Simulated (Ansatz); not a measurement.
Start from `O[Si](O)(O)F` and change one atom or group to get `O[SiH](O)F`.

Ansatz, PBE0-D4/def2-TZVP geometries, multiplicity 1. Each molecule was computed in one conformer, which needn't be the lowest.

```tsv
property	`O[Si](O)(O)F`
LUMO energy (B3LYP/def2-TZVPP) / eV	-0.03
LUMO energy (PBE/def2-TZVPP) / eV	-0.53
size of the dipole moment (ωB97M-V/def2-TZVPP) / D	0.56
HOMO–LUMO gap (B3LYP/def2-TZVPP) / eV	9.44
LUMO energy (PBE0/def2-TZVPP) / eV	0.38
HOMO energy (ωB97M-V/def2-TZVPP) / eV	-12.27
```

Problem. What does the change do to each property? (An estimate is asked.)

Solution. Ansatz gave: 
```json
{"property": "LUMO energy (B3LYP/def2-TZVPP) / eV", "`O[SiH](O)F`": "0.29", "shift": "0.32"}
{"property": "LUMO energy (PBE/def2-TZVPP) / eV", "`O[SiH](O)F`": "-0.21", "shift": "0.32"}
{"property": "size of the dipole moment (ωB97M-V/def2-TZVPP) / D", "`O[SiH](O)F`": "1.54", "shift": "0.98"}
{"property": "HOMO–LUMO gap (B3LYP/def2-TZVPP) / eV", "`O[SiH](O)F`": "9.67", "shift": "0.23"}
{"property": "LUMO energy (PBE0/def2-TZVPP) / eV", "`O[SiH](O)F`": "0.70", "shift": "0.32"}
{"property": "HOMO energy (ωB97M-V/def2-TZVPP) / eV", "`O[SiH](O)F`": "-12.02", "shift": "0.25"}
```

With PBE0 the HOMO rises by 0.15 eV and the LUMO rises by 0.32 eV, so the gap widens by about 0.17 eV. PBE moves the HOMO by -0.03 eV and ωB97M-V by 0.25 eV. The zero-point energy changes by -15.2 kJ/mol with -3 modes. Dipoles are sizes alone; their direction can turn.

B3LYP here is the variant with VWN-RPA as its local correlation; programs differ in this.
